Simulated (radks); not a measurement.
Results of a calculation; reference values are marked as such.
The dysprosium ion Dy2+ inside a hard spherical wall (all orbitals vanish at R), configuration held at [Xe] 4f10 and not refilled when levels cross. Code: a radial shooting solver on a logarithmic mesh with Libxc functionals. Model: scalar-relativistic Kohn-Sham, LDA (Slater exchange, VWN5 correlation), spin-unpolarised, spherical densities, finite nucleus; Fermi nuclear charge, rms radius 5.2218 fm. Eigenvalues in eV, with the zero of energy where the potential of the charges vanishes at infinity; a dash marks a level that is unbound or too diffuse for the functional's potential to be trusted. A positive occupied level is held by the wall or, in an anion where self-interaction has pushed it up, behind a barrier. The pressure on the wall is -dE/dV.

R (bohr)  E (hartree)  kinetic (hartree)    e(4d)    e(5s)    e(5p)    e(4f)  e(6s, empty)  e(5d, empty)  pressure (GPa)
free      -12147.6347          13099.927  -166.92  -63.287  -39.626  -17.392       -14.516       -13.736               0
20        -12147.6347          13099.927  -166.92  -63.287  -39.626  -17.392       -14.516       -13.736        < 0.0001
15        -12147.6347          13099.927  -166.92  -63.287  -39.626  -17.392       -14.516       -13.736        < 0.0001
12        -12147.6347          13099.927  -166.92  -63.287  -39.626  -17.392       -14.516       -13.736        < 0.0001
10        -12147.6347          13099.927  -166.92  -63.287  -39.626  -17.392       -14.514       -13.736        < 0.0001
8         -12147.6347          13099.927  -166.92  -63.286  -39.625  -17.391       -14.483       -13.729        0.000553
7         -12147.6346          13099.927  -166.91  -63.282  -39.622  -17.386       -14.377       -13.702         0.00533
5         -12147.6309          13099.964  -166.72  -63.147  -39.498  -17.207       -12.444       -13.128           0.809
3.5       -12147.4912          13101.050  -164.12  -61.236  -37.499  -14.741         1.021        -8.397            69.5
3         -12147.1162          13103.459  -160.08  -58.178  -33.990  -10.895        17.656        -2.123             350
1.5       -12112.9677          13236.870  -69.010   62.164   108.75   84.118        436.83        180.58          118000
